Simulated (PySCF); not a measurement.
C3H4Cl2Si, SMILES C#C[Si](C)(Cl)Cl.

Geometry optimised at PBE0-D3(BJ)/def2-SVP.

Two levels are set side by side: TDA-PBE/def2-SVPD (PySCF) and TDA-M06-2X/def2-SVPD (PySCF). Vertical, same geometry. The lowest singlet is HOMO→LUMO+1 64 %, HOMO−1→LUMO 36 % with PBE and HOMO−1→LUMO 46 %, HOMO→LUMO+1 35 % with the other functional; states are paired by order. Differences are taken from unrounded values.

| quantity | TDA-M06-2X | TDA-PBE | TDA-PBE minus TDA-M06-2X |
|---|---|---|---|
| lowest singlet excitation (eV) | 5.50 | 5.81 | 0.31 |
| lowest triplet excitation (TDA) (eV) | 5.02 | 4.80 | -0.22 |

Rough cost on one machine, each run with all the roots and properties that it gave: TDA-M06-2X against TDA-PBE about 10 times.
